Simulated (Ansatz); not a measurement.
`[SiH3]OB(S)Cl` + HBr → `[SiH3]OB(Cl)Br` + H₂S at 600 K and 1 bar (ligand exchange at a B–S bond).

Isolated molecules relaxed with PBE0-D4/def2-TZVP in Ansatz; ΔE leaves out vibrations. CCSD(T)/CBS adds triple-zeta CCSD(T) − MP2 to the extrapolated MP2 energy (def2 sets, frozen cores). This one scheme is used for every species. For Br outer-core shells are correlated without core-valence functions, which leaves a few kJ/mol of doubt a bond. Scalar relativity is left out up to krypton. Each species was taken in one conformer, which may not be the lowest.

```json
{"species": "`[SiH3]OB(S)Cl`", "CCSD(T)/CBS energy (Eh)": "-1249.16418", "H − E (kJ/mol)": "181.5", "S (J/(mol·K))": "467.3"}
{"species": "HBr", "CCSD(T)/CBS energy (Eh)": "-2573.91920", "H − E (kJ/mol)": "33.5", "S (J/(mol·K))": "219.1"}
{"species": "`[SiH3]OB(Cl)Br`", "CCSD(T)/CBS energy (Eh)": "-3424.11513", "H − E (kJ/mol)": "153.0", "S (J/(mol·K))": "450.3"}
{"species": "H₂S", "CCSD(T)/CBS energy (Eh)": "-398.97279", "H − E (kJ/mol)": "60.8", "S (J/(mol·K))": "230.9"}
```

H − E and S are ideal-gas, rigid-rotor, harmonic terms from PBE0-D4/def2-TZVP, for one conformer and one mirror image of each species. 1 Eh = 2625.50 kJ/mol, R = 8.31446 J/(mol·K).

By hand: ΔE, ΔH, ΔS and ΔG.

ΔE = (-3424.11513) + (-398.97279) − (-1249.16418) − (-2573.91920) = -0.00454 Eh = -11.9 kJ/mol. Δ(H − E) = 153.0 + 60.8 − 181.5 − 33.5 = -1.2, so ΔH = -13.1 kJ/mol. ΔS = 450.3 + 230.9 − 467.3 − 219.1 = -5.2 J/(mol·K). ΔG = -13.1 − 600 × (-5.2)/1000 = -10.0 kJ/mol.

By hand: the equilibrium constant, and the temperature at which ΔG would vanish if ΔH and ΔS stayed fixed.

log₁₀ K = −ΔG/(RT ln 10) = 0.9. ΔG = 0 at ΔH/ΔS = 2519 K, far beyond where these terms or the molecules hold.

The number of gas molecules stays the same, so ΔS is small and ΔH decides. A doubt of 5 kJ/mol in ΔE shifts log₁₀ K by 0.4 here. Other conformers and mirror images would add mixing entropy, several J/(mol·K) or more a flexible species. Modes under 60 cm⁻¹, often nearly free rotors, make the harmonic entropy too high. These are equilibria of isolated gas molecules and say nothing of rates. Largest T1 diagnostic: 0.012 (customary marks: 0.02 for closed shells, 0.045 for open ones).
